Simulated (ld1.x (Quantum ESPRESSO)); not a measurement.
# u(r) = r·R(r): atom against pseudo-atom (H (Z = 1))

Columns: radius, all-electron u(r) and pseudo u(r) of the 1s shell (level -6.55 eV) of hydrogen in the configuration 1s1; PW91, scalar-relativistic, PAW scheme, ld1.x (Quantum ESPRESSO) 7.5.

```csv
r (bohr),all-electron,pseudo
0.078,0.1388,0.0889
0.155,0.2549,0.1751
0.232,0.3526,0.2579
0.310,0.4350,0.3368
0.388,0.5029,0.4096
0.465,0.5574,0.4742
0.542,0.6011,0.5309
0.620,0.6357,0.5798
0.698,0.6620,0.6198
0.775,0.6809,0.6508
0.852,0.6937,0.6737
0.930,0.7013,0.6893
1.008,0.7042,0.6979
1.085,0.7033,0.7006
1.162,0.6991,0.6984
1.240,0.6920,0.6922
1.318,0.6826,0.6829
1.395,0.6712,0.6714
1.472,0.6583,0.6584
1.550,0.6439,0.6439
1.628,0.6283,0.6283
1.705,0.6121,0.6121
1.782,0.5953,0.5953
1.860,0.5778,0.5778
1.938,0.5599,0.5599
2.015,0.5421,0.5421
```

Q: How many radial nodes do the two functions have?

A: The all-electron 1s function has n − l − 1 = 0; the pseudo-wave has 0.

Q: At about which radius was the pseudo-wave matched?

A: 1.55 bohr. The columns agree to 0.0005 from 1.24 bohr on; several derivatives are matched, so the curves merge somewhat inside the radius.

Q: Is the pseudo-wave norm-conserving?

A: No, it belongs to a PAW set: the norm inside the radius is not constrained, and the difference is carried by the augmentation charge.
